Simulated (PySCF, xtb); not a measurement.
C2H4N3, SMILES c1nc[nH+][nH]1, charge +1.

Harmonic wavenumbers (cm⁻¹) from GFN2-xTB (xtb 6.7.1) at its own minimum, in rising order: 584, 616, 645, 666, 851, 884, 894, 903, 1037, 1061, 1111, 1127, 1212, 1314, 1363, 1421, 1446, 3148, 3152, 3348, 3360.

### Question
What does PBE-D3(BJ)/def2-SVP (PySCF) give at its own minimum? (Estimate from the structure and the level; the computed values follow.)

### Answer
532, 608, 619, 654, 875, 897, 905, 959, 1085, 1088, 1178, 1223, 1252, 1399, 1425, 1485, 1510, 3188, 3192, 3476, 3487. Paired by order, the mean absolute difference is 52 cm⁻¹ and the zero-point energies are 43.1 and 44.4 kcal/mol.
